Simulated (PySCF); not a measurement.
Match the calculated data to a structure.

All candidates are C5H7BO2.

* Valence photoelectron: vertical ionisation energy: 7.90 eV [ΔSCF B3LYP/def2-SVPD]
* Rotational structure: rotational constants A, B, C: 4.082, 1.302, 0.993 GHz [PBE0-D3(BJ)/def2-SVP]
* Couplings: largest of the computed one-bond spin–spin couplings (means over like bonds): 13C–1H +232.0, 13C–1H +153.3, 13C–1H +138.2 (×3), 13C–11B +96.5, 13C–13C +89.4, 17O–1H -81.4 (×2), 13C–13C +56.8, 13C–13C +40.1 Hz [B3LYP/pcJ-1, spin–dipole term left out for some pairs]
* 13C NMR: chemical shifts (computed TMS as zero) by class: 159.9 (1 C), 142.8 (1 C), 134.2 (1 C), 63.7 (1 C), 14.4 (1 C) ppm [GIAO PBE0/pcSseg-1]
* Dipole: 2.36 D [B3LYP/def2-SVPD]
* Polarisability: 83.1 au [B3LYP/def2-SVPD]

The electronic properties come from PySCF, for the isolated species, density fitting. Levels stand in brackets. Geometry: PBE0-D3(BJ)/def2-SVP, one conformer, isolated molecule. NMR classes are plain means over equivalent atoms (diastereotopic ones count apart unless rotation or inversion swaps them), as if these changed places fast.

Question: Which candidate is it?
A. `OB(O)C1=CCC=C1`
B. `C#C/C(C)=C/B(O)O`
C. `CC1=CC/1=C/B(O)O`
D. `C/C=C\C#CB(O)O`
E. `C#CB(O)OC1CC1`

Answer: C. It is `CC1=CC/1=C/B(O)O`. Numbering: `[CH3:1][C:2]1=[CH:3][C:4]/1=[CH:5]/[B:6]([OH:7])[OH:8]`. 5 carbons fall into 5 classes; from least to most shielded: fully substituted alkene carbon [C2] (159.9 ppm), fully substituted alkene carbon [C4] (142.8 ppm), alkene CH carbon [C3] (134.2 ppm), alkene CH carbon [C5] (63.7 ppm), allylic carbon [C1] (14.4 ppm). The couplings run between: +232.0 Hz, alkene CH carbon [C3] and its hydrogen; +153.3 Hz, alkene CH carbon [C5] and its hydrogen; +138.2 Hz, allylic carbon [C1] and its hydrogen (with 2 like pairs); +96.5 Hz, alkene CH carbon [C5] and three-coordinate boron [B6]; +89.4 Hz, fully substituted alkene carbon [C4] and alkene CH carbon [C5]; -81.4 Hz, boron-bound oxygen [O7] and its hydrogen (with 1 like pair); +56.8 Hz, allylic carbon [C1] and fully substituted alkene carbon [C2]; +40.1 Hz, fully substituted alkene carbon [C2] and alkene CH carbon [C3]. The first electron is taken from the HOMO, whose largest Löwdin shares are 0.39 on an alkene CH carbon, 0.21 on a fully substituted alkene carbon, 0.11 on an alkene CH carbon and 0.09 on a fully substituted alkene carbon. By its constants the optimised geometry is an asymmetric top.

The others, at the same levels:
- `OB(O)C1=CCC=C1` fails: its computed 13C shifts are 158.7 (1 C), 146.6 (1 C), 144.9 (1 C), 138.9 (1 C), 46.4 (1 C) ppm, vertical ionisation energy is 8.19 eV (against 7.90 eV) and static isotropic polarisability is 79.3 au (against 83.1 au).
- `C#CB(O)OC1CC1` fails: it has 4 carbon classes against 5; its computed 13C shifts are 98.2 (1 C), 85.4 (1 C), 50.9 (1 C), 7.9 (2 C) ppm, vertical ionisation energy is 9.57 eV (against 7.90 eV) and static isotropic polarisability is 78.2 au (against 83.1 au).
- `C#C/C(C)=C/B(O)O` fails: its computed 13C shifts are 152.7 (1 C), 135.9 (1 C), 90.2 (1 C), 89.2 (1 C), 23.6 (1 C) ppm, vertical ionisation energy is 8.94 eV (against 7.90 eV) and static isotropic polarisability is 87.7 au (against 83.1 au).
- `C/C=C\C#CB(O)O` fails: its computed 13C shifts are 157.2 (1 C), 116.2 (1 C), 102.3 (1 C), 100.9 (1 C), 19.5 (1 C) ppm, vertical ionisation energy is 8.81 eV (against 7.90 eV) and static isotropic polarisability is 90.5 au (against 83.1 au).

Each candidate is one conformer, not necessarily the lowest. Dipoles, sizes and rotational constants follow the conformer. The torsions of the flexible species, by atom-mapped SMILES:
- `[CH3:1][C:2]1=[CH:3][C:4]/1=[CH:5]/[B:6]([OH:7])[OH:8]`: C4–C5–B6–O7 -179°, H–O7–B6–C5 0°, H–O8–B6–C5 180°
- `[OH:1][B:2]([OH:3])[C:4]1=[CH:5][CH2:6][CH:7]=[CH:8]1`: O1–B2–C4–C5 -178°, H–O1–B2–O3 1°, H–O3–B2–O1 1°
- `[CH:1]#[C:2][B:3]([OH:4])[O:5][CH:6]1[CH2:7][CH2:8]1`: C2–B3–O5–C6 0°, B3–O5–C6–C7 146°, H–O4–B3–C2 180°
- `[CH:1]#[C:2]/[C:3]([CH3:4])=[CH:5]/[B:6]([OH:7])[OH:8]`: C3–C5–B6–O7 -7°, H–O7–B6–C5 179°, H–O8–B6–C5 -1°
- `[CH3:1]/[CH:2]=[CH:3]\[C:4]#[C:5][B:6]([OH:7])[OH:8]`: H–O7–B6–C5 0°, H–O8–B6–C5 180°
